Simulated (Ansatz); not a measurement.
Basis-set series for `[CH2][SiH](N)F` radical. Charge 0, multiplicity 2. All single points use the PBE0-D4/def2-TZVP geometry. It is one conformer, not always the lowest.

| functional | basis | functions | energy (Eh) | HOMO (eV) | LUMO (eV) |
| --- | --- | --- | --- | --- | --- |
| PBE0-D4 | def2-SVP | 85 | -484.66804 | -7.17 | -2.26 |
| PBE0-D4 | def2-QZVPP | 391 | -485.04107 | -7.31 | -2.56 |
| ωB97M-V | def2-SVP | 85 | -484.89644 | -9.20 | -0.27 |
| ωB97M-V | def2-QZVPP | 391 | -485.27615 | -9.34 | -0.76 |

(1) Give the rows for def2-TZVPP. (Estimate.)

Answers

(1) Computed: 
```
functional       basis  functions  energy (Eh)  HOMO (eV)  LUMO (eV)
   PBE0-D4  def2-TZVPP        205   -485.01915      -7.28      -2.51
   ωB97M-V  def2-TZVPP        205   -485.25565      -9.31      -0.66
```

HOMO and LUMO are taken over both spins.
